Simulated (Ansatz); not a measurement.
Molecule: C3H4NSSi, net charge 0, doublet state. It need not be the lowest isomer of its formula. 
Structure (B3LYP-D3(BJ)/def2-TZVP (Ansatz, a first-principles code) minimum search):
```xyz
10

Si    -2.3629     0.3959    -0.1961
C     -0.5260     0.0956    -0.0433
C      0.1357    -1.0835    -0.0348
S      1.8329    -0.9530     0.1241
C      1.6016     0.7719     0.1781
N      0.3685     1.1637     0.0838
H     -2.8561     1.1102     1.0022
H     -2.6395     1.2144    -1.3974
H     -3.0368    -0.9156    -0.3139
H      2.4389     1.4471     0.2830
```
Charge 0, spin multiplicity 2.

Basis-set convergence of Hartree-Fock and MP2 correlation energies (hartree) with Ansatz. Cores are frozen in the correlated levels unless marked. Open shells are spin-unrestricted. Spin-orbit coupling is left out. No relativistic terms.

The UHF reference is spin-contaminated (<S^2> 0.36 over the pure value in the largest basis). 

| basis | functions | E(HF) | E(corr, MP2) |
|---|---|---|---|
| cc-pV(D+d)Z | 122 | -856.77592 | -0.73051 |
| cc-pV(T+d)Z | 254 | -856.84511 | -0.90396 |
| cc-pV(Q+d)Z | 468 | -856.86336 | -0.96887 |

Extrapolating the two largest sets (X = 3 and 4) as X^-3: E(corr) = (64·(-0.96887) - 27·(-0.90396))/37 = -1.0162 Eh, an estimate of the basis-set limit. The largest set recovers 95.3 % of it, the smallest 71.9 %.
